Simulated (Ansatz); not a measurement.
Molecule: SbCl2, net charge 1, singlet state. It need not be the lowest isomer of its formula. SMILES: [Cl][Sb+][Cl]
Geometry: optimised at B3LYP-D3(BJ)/def2-TZVP (Ansatz, a quantum-chemistry and plane-wave program).

Computed values are from Ansatz. Valence correlation only, unless marked. UHF or UKS for open shells. Spin-orbit coupling is left out. Frozen are the shells of the preceding noble gas and the d and f shells that filled before the atom's block. In def2 rows, elements after Kr have scalar-relativistic effective core potentials. CBS marks a two-point X^-3 extrapolation of the correlation energy; Hartree-Fock from the larger set. The bracket is a focal-point correction in the basis named.

Task: What is the vertical electron affinity (to the doublet; negative means unbound) at RI-MP2/CBS(def2-TZVPPD,def2-QZVPPD)+[CCSD(T)-MP2]/def2-TZVPPD?

Result: 8.20 eV.

Task: What is the T1 diagnostic at CCSD/def2-QZVPPD?

Result: 0.017.

Task: What is the vertical triplet-singlet gap at RI-MP2/CBS(def2-TZVPPD,def2-QZVPPD)+[CCSD(T)-MP2]/def2-TZVPPD?

Result: 2.77 eV.

Task: What is the total energy at CCSD(T)/CBS(def2-TZVPPD,def2-QZVPPD)?

Result: -1158.7079 Eh.
